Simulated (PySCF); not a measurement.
Cl4Zr (SMILES [Cl][Zr]([Cl])([Cl])[Cl]), singlet, at a GFN2-xTB geometry (such geometries of metal compounds can be far from the true shape) (core potentials on Zr); DF-HF/def2-SV(P) in PySCF.

Input for PySCF:
```python
from pyscf import gto, scf

mol = gto.M(
    atom='''
Zr   -0.000000    0.000000    0.000000
Cl    1.799195   -0.565192   -1.229787
Cl    0.646516    0.465871    2.105684
Cl   -0.985449    1.812776   -0.900920
Cl   -1.460263   -1.713455    0.025024
''',
    basis='def2-sv(p)',
    ecp={'Zr': 'def2-sv(p)'},
    charge=0,
    spin=0,
    verbose=4,
)

mf = scf.RHF(mol)
mf.init_guess = '1e'
mf = mf.density_fit(auxbasis='def2-universal-jkfit')
mf.kernel()
```

The log (banner, timings and long lists left out):

```
PySCF version 2.14.0

[INPUT] verbose = 4
[INPUT] num. atoms = 5
[INPUT] num. electrons = 80
[INPUT] charge = 0
[INPUT] spin (= nelec alpha-beta = 2S) = 0
[INPUT] symmetry False subgroup None
[INPUT] Mole.unit = angstrom
[INPUT] Symbol           X                Y                Z      unit          X                Y                Z       unit  Magmom
[INPUT]  1 Zr     0.000000000000   0.000000000000   0.000000000000 AA    0.000000000000   0.000000000000   0.000000000000 Bohr   0.0
[INPUT]  2 Cl     1.799195000000  -0.565192000000  -1.229787000000 AA    3.399985794687  -1.068058087795  -2.323960621550 Bohr   0.0
[INPUT]  3 Cl     0.646516000000   0.465871000000   2.105684000000 AA    1.221738175149   0.880368599377   3.979166064879 Bohr   0.0
[INPUT]  4 Cl    -0.985449000000   1.812776000000  -0.900920000000 AA   -1.862228719727   3.425650165185  -1.702492060143 Bohr   0.0
[INPUT]  5 Cl    -1.460263000000  -1.713455000000   0.025024000000 AA   -2.759497139836  -3.237960676767   0.047288506541 Bohr   0.0

nuclear repulsion = 441.372309446097
number of shells = 42
number of NR pGTOs = 194
number of NR cGTOs = 96
basis = def2-sv(p)
ecp = {'Zr': 'def2-sv(p)'}

******** <class 'pyscf.df.df_jk.DFRHF'> ********
method = DFRHF
initial guess = 1e
damping factor = 0
level_shift factor = 0
DIIS = <class 'pyscf.scf.diis.CDIIS'>
diis_start_cycle = 1
diis_space = 8
diis_damp = 0
SCF conv_tol = 1e-09
SCF conv_tol_grad = None
SCF max_cycles = 50
direct_scf = False
Set gradient conv threshold to 3.16228e-05
Initial guess from hcore.
  HOMO = -22.1977001249725  LUMO = -21.5513223718165  gap/eV = 17.58883
******** <class 'pyscf.df.df.DF'> ********
auxbasis = def2-universal-jkfit
init E= -1860.86712246128

WARN: HOMO 0.201845310864942 == LUMO 0.201845321856324

cycle= 1 E= -1871.87425475786  delta_E=  -11  |g|= 5.21  |ddm|= 32.3
  HOMO = -0.672312592138244  LUMO = -0.277814575219253  gap/eV = 10.73484
cycle= 2 E= -1879.31118750938  delta_E= -7.44  |g|= 4.45  |ddm|= 23.4
  HOMO = -0.557613646453009  LUMO = -0.127715865066139  gap/eV = 11.69811
cycle= 3 E= -1884.00317591556  delta_E= -4.69  |g|= 0.975  |ddm|= 4.33
  HOMO = -0.466518602088394  LUMO = 0.053451562113366  gap/eV = 14.14911
cycle= 4 E= -1884.22304883539  delta_E= -0.22  |g|= 0.247  |ddm|= 1.16
  HOMO = -0.486793001528289  LUMO = 0.0245891656598915  gap/eV = 13.91542
cycle= 5 E= -1884.23984806454  delta_E= -0.0168  |g|= 0.0459  |ddm|= 0.36
  HOMO = -0.477827676305509  LUMO = 0.04565098195454  gap/eV = 14.24458
cycle= 6 E= -1884.24063993959  delta_E= -0.000792  |g|= 0.00819  |ddm|= 0.0756
  HOMO = -0.478592349577589  LUMO = 0.046243116728772  gap/eV = 14.28150
cycle= 7 E= -1884.24071139143  delta_E= -7.15e-05  |g|= 0.00236  |ddm|= 0.0255
  HOMO = -0.47877263443292  LUMO = 0.0464410993328475  gap/eV = 14.29179
cycle= 8 E= -1884.24071764495  delta_E= -6.25e-06  |g|= 0.00045  |ddm|= 0.00793
  HOMO = -0.478774861166893  LUMO = 0.0464725007388725  gap/eV = 14.29271
cycle= 9 E= -1884.24071780192  delta_E= -1.57e-07  |g|= 0.000125  |ddm|= 0.0012
  HOMO = -0.478785145867501  LUMO = 0.0464943159609193  gap/eV = 14.29358
cycle= 10 E= -1884.24071781097  delta_E= -9.05e-09  |g|= 2.76e-05  |ddm|= 0.000288
  HOMO = -0.478786759691467  LUMO = 0.0465026080927733  gap/eV = 14.29385
cycle= 11 E= -1884.24071781142  delta_E= -4.51e-10  |g|= 5.63e-06  |ddm|= 6.88e-05
  HOMO = -0.478786991647887  LUMO = 0.0465014415261669  gap/eV = 14.29383
Extra cycle  E= -1884.24071781143  delta_E= -1.46e-11  |g|= 2.38e-06  |ddm|= 1.21e-05
converged SCF energy = -1884.24071781143
```
